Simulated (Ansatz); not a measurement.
Total energies of BFH3In (`[BH2][InH][F]`).

Cartesian coordinates in Å:
```
B 0.211 1.215 -0.232
In 0.065 -0.951 0.315
F -1.608 -1.661 -0.455
H -0.259 2.060 0.469
H 0.742 1.559 -1.245
H 0.850 -2.223 1.147
```

Total charge 0; spin multiplicity 1. Correlated methods include outer-core shells of In, which these sets cover unevenly. In: def2 effective core potential. Geometry: relaxed with PBE0-D4/def2-TZVP. Basis def2-TZVPP, Ansatz.

RPA on PBE orbitals: Hartree–Fock energy of these orbitals -315.06512 Eh, correlation -0.99752 Eh (frozen core).

```tsv
functional	energy without D4 (Eh)	D4 term (kJ/mol)
LDA (SPW92)	-315.38425	–
revPBE	-316.66799	-20.1
BLYP	-316.59297	-16.5
r2SCAN	-316.66774	-1.7
PBE0	-316.52085	-6.5
r2SCANh	-316.64741	-1.9
LC-ωPBE	-316.61493	–
ωB97X-V	-316.59991	–
ωB97M-V	-316.55978	–
PBE-QIDH	-316.29984	–
```

Q: Give the same for PBE, B97M-V, B3LYP, r2SCAN0, HSE06 (plane-wave form), BHLYP, CAM-B3LYP, B2PLYP. (Best estimate.)

A: The calculation gave: 
```json
{"functional": "PBE", "energy without D4 (Eh)": "-316.51418", "D4 term (kJ/mol)": "-7.7"}
{"functional": "B97M-V", "energy without D4 (Eh)": "-316.63608", "D4 term (kJ/mol)": "–"}
{"functional": "B3LYP", "energy without D4 (Eh)": "-316.73779", "D4 term (kJ/mol)": "-12.5"}
{"functional": "r2SCAN0", "energy without D4 (Eh)": "-316.61814", "D4 term (kJ/mol)": "-2.1"}
{"functional": "HSE06 (plane-wave form)", "energy without D4 (Eh)": "-316.51302", "D4 term (kJ/mol)": "-6.1"}
{"functional": "BHLYP", "energy without D4 (Eh)": "-316.53093", "D4 term (kJ/mol)": "-11.0"}
{"functional": "CAM-B3LYP", "energy without D4 (Eh)": "-316.59772", "D4 term (kJ/mol)": "-6.7"}
{"functional": "B2PLYP", "energy without D4 (Eh)": "-316.36321", "D4 term (kJ/mol)": "–"}
```

B3LYP takes the VWN-RPA correlation (the form of Gaussian; ORCA's B3LYP/G). HSE06 is the plane-wave form, built on full-range PBE exchange. The double hybrids freeze the cores in their second-order part.

LC-ωPBE has ω = 0.4 bohr⁻¹.
